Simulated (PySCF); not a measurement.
HIn, charge -1, doublet, at a GFN2-xTB geometry (such geometries of metal compounds can be far from the true shape) (a state made from the parent by changing its charge; the spin is typed, not shown lowest) (core potentials on In) (in this run its highest filled SCF level lies above zero, so its values depend strongly on the basis, on diffuse functions most of all); WB97M-V/def2-SVP (PySCF).

Input for PySCF:
```python
from pyscf import gto, scf, dft

mol = gto.Mole()
mol.atom = '''
    In   -0.000000   -0.000000   -0.035763
    H     0.000000    0.000000    1.752387
'''
mol.basis = 'def2-svp'
mol.ecp = {'In': 'def2-svp'}
mol.charge = -1
mol.spin = 1
mol.verbose = 4
mol.build()

mf = dft.UKS(mol)
mf.xc = 'wb97m_v'
mf.grids.atom_grid = (99, 590)
mf.grids.prune = None
mf.kernel()
```

The log (banner, timings and long lists left out):

```
PySCF version 2.14.0

[INPUT] verbose = 4
[INPUT] num. atoms = 2
[INPUT] num. electrons = 23
[INPUT] charge = -1
[INPUT] spin (= nelec alpha-beta = 2S) = 1
[INPUT] symmetry False subgroup None
[INPUT] Mole.unit = angstrom
[INPUT] Symbol           X                Y                Z      unit          X                Y                Z       unit  Magmom
[INPUT]  1 In     0.000000000000   0.000000000000  -0.035763000000 AA    0.000000000000   0.000000000000  -0.067582275393 Bohr   0.0
[INPUT]  2 H      0.000000000000   0.000000000000   1.752387000000 AA    0.000000000000   0.000000000000   3.311531494248 Bohr   0.0

nuclear repulsion = 6.21464722160893
number of shells = 13
number of NR pGTOs = 68
number of NR cGTOs = 31
basis = def2-svp
ecp = {'In': 'def2-svp'}

******** <class 'pyscf.dft.uks.UKS'> ********
method = UKS
initial guess = minao
damping factor = 0
level_shift factor = 0
DIIS = <class 'pyscf.scf.diis.CDIIS'>
diis_start_cycle = 1
diis_space = 8
diis_damp = 0
SCF conv_tol = 1e-09
SCF conv_tol_grad = None
SCF max_cycles = 50
direct_scf = True
direct_scf_tol = 1e-13
number electrons alpha = 12  beta = 11
XC library pyscf.dft.libxc version 7.1.2
    S. Lehtola, C. Steigemann, M. J. T. Oliveira, and M. A. L. Marques,  SoftwareX 7, 1–5 (2018)
XC functionals = wb97m_v
    N. Mardirossian and M. Head-Gordon,  J. Chem. Phys. 144, 214110 (2016)
radial grids:
    Treutler-Ahlrichs [JCP 102, 346 (1995); DOI:10.1063/1.469408] (M4) radial grids

becke partition: Becke, JCP 88, 2547 (1988); DOI:10.1063/1.454033
pruning grids: None
grids dens level: 3
symmetrized grids: False
atomic radii adjust function: <function treutler_atomic_radii_adjust>
User specified grid scheme (99, 590)
** Following is NLC and NLC Grids **
NLC functional = wb97m_v
radial grids:
    Treutler-Ahlrichs [JCP 102, 346 (1995); DOI:10.1063/1.469408] (M4) radial grids

becke partition: Becke, JCP 88, 2547 (1988); DOI:10.1063/1.454033
pruning grids: <function nwchem_prune>
grids dens level: 3
symmetrized grids: False
atomic radii adjust function: <function treutler_atomic_radii_adjust>
small_rho_cutoff = 0
Set gradient conv threshold to 3.16228e-05
tot grids = 116824
tot grids = 31688
init E= -169.448477150499

cycle= 1 E= -190.094648929914  delta_E= -20.6  |g|= 0.986  |ddm|= 8.43
cycle= 2 E= -190.478641688137  delta_E= -0.384  |g|= 0.698  |ddm|= 3.03
cycle= 3 E= -190.642892308128  delta_E= -0.164  |g|= 0.0189  |ddm|= 0.731
cycle= 4 E= -190.643557000646  delta_E= -0.000665  |g|= 0.00504  |ddm|= 0.0827
cycle= 5 E= -190.64361597299  delta_E= -5.9e-05  |g|= 0.00142  |ddm|= 0.0295
cycle= 6 E= -190.643621039661  delta_E= -5.07e-06  |g|= 0.000445  |ddm|= 0.00866
cycle= 7 E= -190.643621642507  delta_E= -6.03e-07  |g|= 0.000102  |ddm|= 0.00362
cycle= 8 E= -190.643621666196  delta_E= -2.37e-08  |g|= 2.26e-05  |ddm|= 0.000694
cycle= 9 E= -190.643621668357  delta_E= -2.16e-09  |g|= 7.88e-06  |ddm|= 0.000188
cycle= 10 E= -190.643621668664  delta_E= -3.07e-10  |g|= 2.39e-06  |ddm|= 6.92e-05
Extra cycle  E= -190.643621668679  delta_E= -1.55e-11  |g|= 1.37e-06  |ddm|= 8.39e-06
converged SCF energy = -190.643621668679  <S^2> = 0.75251536  2S+1 = 2.0025138
```
